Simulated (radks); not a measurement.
Coulomb parameter of the 4f shell of the gadolinium ion Gd+ in the model configuration [Xe] 4f7 5d1 6s1, as a second difference U = [E(n + 1) + E(n - 1) - 2 E(n)] / (1)^2 with all orbitals relaxed. "Bare": the charge of the atom changes with n. "Screened": the 6s shell takes up the change at fixed total charge, which measures U(4f,4f) + U(6s,6s) - 2 U(4f,6s). All-electron calculation, Dirac Kohn-Sham, PBEsol, spin-unpolarised, spherical densities, finite nucleus; open shells are shared between the two j in proportion to 2j + 1; Fermi nuclear charge, rms radius 5.1569 fm. Program: a radial shooting solver on a logarithmic mesh with Libxc functionals.

| case | configuration | E - E(n) (eV) |
|---|---|---|
| start | [Xe] 4f7 5d1 6s1 | 0.000 |
| bare +1 | [Xe] 4f8 5d1 6s1 | -8.092 |
| bare -1 | [Xe] 4f6 5d1 6s1 | 23.344 |
| screened +1 | [Xe] 4f8 5d1 | -2.576 |
| screened -1 | [Xe] 4f6 5d1 6s2 | 9.524 |

U(bare) = 15.252 eV, U(screened by 6s) = 6.948 eV, against the Slater integral F0(4f,4f) = 29.284 eV with frozen orbitals.
